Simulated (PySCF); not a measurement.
CH7BO2Si (SMILES CB(O)O[SiH3]), singlet, geometry from GFN2-xTB. Base run: HF/6-31G (PySCF).

PySCF was given this input:
```python
from pyscf import gto, scf, solvent

mol = gto.M(
    atom='''
B     0.212954    0.217762    0.890000
C     0.078984   -0.516006    2.306541
H    -0.268344   -1.538722    2.200944
H    -0.627937    0.007312    2.947927
H     1.030737   -0.539163    2.833915
O     0.729756    1.469888    0.772616
H     1.011945    1.887124    1.585558
O    -0.193841   -0.397704   -0.221811
Si   -0.398025   -0.370936   -1.823035
H     0.054877    0.872107   -2.448473
H    -1.839955   -0.552177   -1.997479
H     0.385029   -1.513632   -2.295587
''',
    basis='6-31g',
    charge=0,
    spin=0,
    verbose=4,
)

mf = scf.RHF(mol)
mf.kernel()
```

Each row names what was changed in the base input (with any setting that the change needs).

| change | ΔE vs base (kJ/mol) | dipole (D) | HOMO-LUMO gap (eV) |
|---|---|---|---|
| base | 0.00 | 1.06 | 15.70 |
| model = ddCOSMO; solvent = 2-propanol | -20.80 | 1.29 | 15.84 |
| model = C-PCM; solvent = 2-propanol | -25.72 | 1.39 | 15.79 |
| model = IEF-PCM; solvent = 2-propanol; vdw_scale = 1.4 | -13.31 | 1.29 | 15.72 |
| model = IEF-PCM; solvent = 2-propanol | (withheld) | (withheld) | 15.79 |
| model = IEF-PCM; solvent = 2-propanol; lebedev_order = 41 | -24.97 | 1.38 | 15.79 |
| model = COSMO; solvent = 2-propanol | -25.02 | 1.38 | 15.79 |
| model = IEF-PCM; solvent = 2-propanol; vdw_scale = 1.0 | (withheld) | (withheld) | (withheld) |
| model = IEF-PCM; solvent = 2-propanol; lebedev_order = 11 | (withheld) | 1.34 | 15.79 |
| model = IEF-PCM; solvent = dichloromethane | -22.22 | 1.34 | 15.78 |
| model = IEF-PCM; solvent = 2-propanol; r_probe = 0.5 | -9.16 | 1.23 | 15.73 |
| model = IEF-PCM; solvent = n-hexane | -9.03 | 1.17 | 15.74 |

**Question.** What belongs in the gaps?

**Answer.** 
- model = IEF-PCM; solvent = 2-propanol, ΔE vs base (kJ/mol): -24.81
- model = IEF-PCM; solvent = 2-propanol, dipole (D): 1.37
- model = IEF-PCM; solvent = 2-propanol; vdw_scale = 1.0, ΔE vs base (kJ/mol): -49.7
- model = IEF-PCM; solvent = 2-propanol; vdw_scale = 1.0, dipole (D): 1.47
- model = IEF-PCM; solvent = 2-propanol; vdw_scale = 1.0, HOMO-LUMO gap (eV): 15.92
- model = IEF-PCM; solvent = 2-propanol; lebedev_order = 11, ΔE vs base (kJ/mol): -23.26

The base is the gas phase, so ΔE is the electrostatic part of solvation at a fixed geometry, without cavity and dispersion terms.
